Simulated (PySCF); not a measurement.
**Solvent effects on NMR parameters**

Bonds (- single, = double, # triple, : aromatic): C1-C2, C2-C3, C3:C4, C4:C5, C5:C6, C6-N7, C6:C8, C8:C9, C9:C3. C1 carries H10, H11, H12; C2 carries H13, H14; C4 carries H15; C5 carries H16; N7 carries H17, H18; C8 carries H19; C9 carries H20.

GIAO PBE0/pcSseg-1 in PySCF 2.14 on one PBE0-D3(BJ)/def2-SVP conformer, non-relativistic, equivalent nuclei averaged. Solvents enter as an IEF-PCM continuum (benzene with ε = 2.3, tetrahydrofuran with ε = 7.4) around the gas-phase geometry. Shifts are referred to TMS computed in the same medium.

In benzene, δ in ppm: C6 150.8, C3 138.1, C4/C9 135.6, C5/C8 117.5, C2 32.5, C1 21.7, H15/H20 7.13, H16/H19 6.62, H17/H18 3.22, H13/H14 2.31, H10/H11/H12 1.07. Dipole moment 1.74 D.

**Question.** How does each δ change in the more polar medium?

**Answer.** 
```
      atoms                                 environment  Δδ, tetrahydrofuran
         C6            aromatic carbon bearing nitrogen                 +0.9
         C3                 substituted aromatic carbon                 +0.4
      C4/C9                                 aromatic CH                 +0.5
      C5/C8                                 aromatic CH                 +0.5
         C2                 sp3 CH2 on an aromatic ring                  0.0
         C1                               methyl carbon                 +0.2
    H15/H20                  hydrogen on an aromatic CH                +0.07
    H16/H19                  hydrogen on an aromatic CH                +0.11
    H17/H18        hydrogen on an aniline-type nitrogen                +0.24
    H13/H14  hydrogen on an sp3 CH2 on an aromatic ring                +0.02
H10/H11/H12                 hydrogen on a methyl carbon                 0.00
```

Changes are relative to benzene. The dipole moment becomes 1.89 D in tetrahydrofuran.

**Question.** Which of the listed nuclei move most (in ppm), and what does the model miss? (N and O are left out, as their reference compounds move with the solvent too.)

**Answer.** C6 (aromatic carbon bearing nitrogen, +0.9 ppm) in tetrahydrofuran. A continuum only polarises the solute; specific hydrogen bonds, the anisotropy of aromatic solvents and changes of geometry or conformer are outside it.
